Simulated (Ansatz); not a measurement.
The same path of AlH5OSSi (9 atoms, charge 0, multiplicity 1) was run twice with different band settings. Lost on the way: Si3–H8. Made: S4–H8.

Method: RKS B3LYP-D4/def2-SVP (Ansatz 0.2.0).

Relaxed end points:

```xyz
9
Properties=species:S:1:pos:R:3
Al -0.453 1.532 -1.340
O 0.267 0.120 -0.701
Si 0.572 -1.139 0.316
S -0.857 -1.239 1.933
H -0.457 1.692 -2.909
H -1.034 2.601 -0.334
H 1.950 -0.993 0.858
H 0.408 -2.438 -0.388
H -0.394 -0.136 2.566
```

```xyz
9
Properties=species:S:1:pos:R:3
Al -0.456 1.776 -1.461
O 0.218 0.273 -1.043
Si 0.744 -1.292 -0.740
S -0.773 -1.518 1.692
H 0.140 2.563 -2.694
H -1.655 2.312 -0.577
H 1.870 -0.957 0.277
H -0.032 -2.550 2.157
H -0.056 -0.607 2.389
```

Common settings: movable images 7; climbing image yes; spring 5.0 eV/Å²; optimiser quadratic models (default); start path through a guess of the saddle point; iteration limit 60; end points relaxed.

| run | force threshold |
| --- | --- |
| 1 | 0.05 eV/Å |
| 2 | 0.5 eV/Å |

What does each run give, and how far can it be trusted?

Run 1: converged after 28 iterations, highest image 2.723 eV above the first end. A structure lower than the last end lies on the path between it and the top, so the climb from that side starts below the end, which may itself be a saddle point or a shallow side well. Neighbouring images differ by up to 2.3 eV, so the band resolves the path poorly. A vibrational analysis at the climbing image gives one clearly imaginary mode, 877i cm⁻¹: a first-order saddle point.
Run 2: converged after 14 iterations, highest image 2.818 eV above the first end. The threshold of 0.5 eV/Å is loose, so the images may lie well off the minimum-energy path. Neighbouring images differ by up to 2.0 eV, so the band resolves the path poorly. The order of the stationary point at the top wasn't checked.
The orbitals stay closed-shell, which can raise the energy where a bond breaks towards radicals; this wasn't checked here.
